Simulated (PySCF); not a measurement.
All values below come from PySCF with PBE-D3(BJ)/def2-TZVP // r2SCAN-D4/def2-TZVP. Gas-phase values, no solvent. One relaxed conformer stands for a flexible species; it need not be the lowest. Delta-SCF ions had no search for a lower state. Excitations are Tamm–Dancoff values on a coarser integration grid. The basis has no diffuse functions, so Rydberg states are missing or too high.

Reference species (SMILES): `[H]/N=C(\O)NC` (C–N–C–O torsion -171°, N–C–O–H torsion -2°) (neutral, multiplicity 1).

- T1 excitation (TDA) = 5.17 eV
- LUMO = -0.15 eV
- S1 oscillator strength = 0.002
- vertical ionisation energy (Delta-SCF) = 8.74 eV

Changed species: `[H]/N=C(\N)CO` (N–C–C–O torsion -159°, C–C–O–H torsion 72°).

Q: What does the change do to the T1 excitation (TDA), LUMO, S1 oscillator strength and vertical ionisation energy (Delta-SCF)?

A: the T1 excitation (TDA) decreases by 0.42 eV, to 4.75 eV; the LUMO drops by 0.25 eV, to -0.40 eV; the S1 oscillator strength stays essentially unchanged; the vertical ionisation energy (Delta-SCF) increases by 0.30 eV, to 9.04 eV.
